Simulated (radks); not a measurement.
Problem. Neutral dysprosium is in [Xe] 4f10 6s2. Calculated with a radial shooting solver on a logarithmic mesh with Libxc functionals: scalar-relativistic Kohn-Sham, PBEsol, spin-polarised, spherical densities, finite nucleus; Fermi nuclear charge, rms radius of each element as measured or else 0.836 A^(1/3) + 0.57 fm. Open shells are filled with parallel spins first. One electron is removed from 4f, 5s, 5p, 6s in turn, with full relaxation. Which removal costs least, and what does each cost?

Solution. 6s 5.939 eV; 4f 8.297 eV; 5p 29.734 eV; 5s 53.564 eV. The 6s electron leaves first.
